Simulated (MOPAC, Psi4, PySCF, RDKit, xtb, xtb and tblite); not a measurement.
Conformational energy of C11H10O2, SMILES COc1c(-c2occc2)cccc1. Scanned: dihedral C3–C8–C9–O13; all other coordinates were relaxed at GFN2-xTB. Points at φ and −φ are mirror images.

Geometry of the scan point at 40° (Å):
```
23

C     -1.7493     2.3130    -0.8951
O     -0.7066     1.4679    -0.4805
C     -0.9929     0.1767    -0.1671
C     -2.2605    -0.3877    -0.2399
C     -2.4536    -1.7240     0.0696
C     -1.3876    -2.5165     0.4523
C     -0.1229    -1.9633     0.5336
C      0.0934    -0.6217     0.2414
C      1.4422    -0.0749     0.3066
C      2.6438    -0.6602    -0.0024
C      3.6378     0.3041     0.2767
C      2.9734     1.3959     0.7454
O      1.6522     1.1750     0.7696
H     -1.2846     3.2794    -1.0851
H     -2.5110     2.4267    -0.1166
H     -2.2205     1.9521    -1.8156
H     -3.1078     0.2058    -0.5452
H     -3.4472    -2.1422     0.0060
H     -1.5399    -3.5582     0.6897
H      0.7162    -2.5681     0.8419
H      2.7935    -1.6426    -0.4013
H      4.6956     0.1973     0.1475
H      3.3179     2.3529     1.0846
```

Methods: GFN2-xTB (xtb and tblite); MMFF94 // GFN2-xTB (RDKit); B3LYP/def2-SVP // GFN2-xTB (Psi4); B3LYP-D3(BJ)/def2-SVP // GFN2-xTB (Psi4); PBE/def2-SVP // GFN2-xTB (Psi4); PBE-D3(BJ)/def2-SVP // GFN2-xTB (Psi4); UFF // GFN2-xTB (RDKit); AM1, restricted, heats of formation // GFN2-xTB (MOPAC); PM6, restricted, heats of formation // GFN2-xTB (MOPAC); GFN1-xTB // GFN2-xTB (xtb); RKS-B3LYP/6-31G* = PySCF with restricted B3LYP/6-31G*, spherical d, density fitting // GFN2-xTB; RHF/3-21G = restricted Hartree-Fock/3-21G, density fitting // GFN2-xTB (PySCF); RKS-B3LYP/3-21G = PySCF with restricted B3LYP/3-21G, density fitting // GFN2-xTB; RKS-B3LYP/LANL2DZ = restricted B3LYP/LANL2DZ, density fitting // GFN2-xTB run with PySCF.

Least-squares fit of E(φ) = a0 + Σ (a_n cos nφ + b_n sin nφ), n = 1 to 4, to the 18 scan points, in kJ/mol above the lowest point of each profile (levels whose profile four harmonics don't fit are not listed):

```json
[
 {"method": "GFN2-xTB", "a0": "8.84", "a1": "1.88", "b1": "0.00", "a2": "-7.49", "b2": "0.00", "a3": "0.95", "b3": "0.00", "a4": "1.32", "b4": "0.00", "rms of fit": "0.08"},
 {"method": "MMFF94", "a0": "11.26", "a1": "9.60", "b1": "0.00", "a2": "-2.86", "b2": "0.00", "a3": "0.58", "b3": "0.00", "a4": "2.34", "b4": "0.00", "rms of fit": "0.12"},
 {"method": "B3LYP/def2-SVP", "a0": "15.97", "a1": "6.19", "b1": "0.00", "a2": "-7.95", "b2": "0.00", "a3": "3.61", "b3": "0.00", "a4": "1.60", "b4": "0.00", "rms of fit": "0.09"},
 {"method": "B3LYP-D3(BJ)/def2-SVP", "a0": "16.85", "a1": "6.45", "b1": "0.00", "a2": "-8.67", "b2": "0.00", "a3": "3.60", "b3": "0.00", "a4": "1.70", "b4": "0.00", "rms of fit": "0.09"},
 {"method": "PBE/def2-SVP", "a0": "16.63", "a1": "5.79", "b1": "0.00", "a2": "-9.35", "b2": "0.00", "a3": "3.32", "b3": "0.00", "a4": "1.70", "b4": "0.00", "rms of fit": "0.07"},
 {"method": "PBE-D3(BJ)/def2-SVP", "a0": "17.13", "a1": "5.96", "b1": "0.00", "a2": "-9.74", "b2": "0.00", "a3": "3.31", "b3": "0.00", "a4": "1.76", "b4": "0.00", "rms of fit": "0.07"},
 {"method": "UFF", "a0": "13.52", "a1": "-6.72", "b1": "0.00", "a2": "-9.25", "b2": "0.00", "a3": "-1.08", "b3": "0.00", "a4": "4.33", "b4": "0.00", "rms of fit": "0.33"},
 {"method": "AM1", "a0": "8.96", "a1": "3.39", "b1": "0.00", "a2": "-5.32", "b2": "0.00", "a3": "1.04", "b3": "0.00", "a4": "0.38", "b4": "0.00", "rms of fit": "0.20"},
 {"method": "PM6", "a0": "8.62", "a1": "6.08", "b1": "0.00", "a2": "-2.01", "b2": "0.00", "a3": "0.67", "b3": "0.00", "a4": "-0.18", "b4": "0.00", "rms of fit": "0.14"},
 {"method": "GFN1-xTB", "a0": "14.90", "a1": "6.50", "b1": "0.00", "a2": "-9.27", "b2": "0.00", "a3": "1.02", "b3": "0.00", "a4": "1.49", "b4": "0.00", "rms of fit": "0.18"},
 {"method": "RKS-B3LYP/6-31G*", "a0": "14.90", "a1": "5.80", "b1": "0.00", "a2": "-7.55", "b2": "0.00", "a3": "3.47", "b3": "0.00", "a4": "1.70", "b4": "0.00", "rms of fit": "0.11"},
 {"method": "RHF/3-21G", "a0": "23.03", "a1": "10.99", "b1": "0.00", "a2": "-7.62", "b2": "0.00", "a3": "6.21", "b3": "0.00", "a4": "1.39", "b4": "0.00", "rms of fit": "0.26"},
 {"method": "RKS-B3LYP/3-21G", "a0": "25.13", "a1": "9.42", "b1": "0.00", "a2": "-12.11", "b2": "0.00", "a3": "5.10", "b3": "0.00", "a4": "1.13", "b4": "0.00", "rms of fit": "0.25"},
 {"method": "RKS-B3LYP/LANL2DZ", "a0": "20.67", "a1": "9.61", "b1": "0.00", "a2": "-7.91", "b2": "0.00", "a3": "4.55", "b3": "0.00", "a4": "1.34", "b4": "0.00", "rms of fit": "0.07"}
]
```
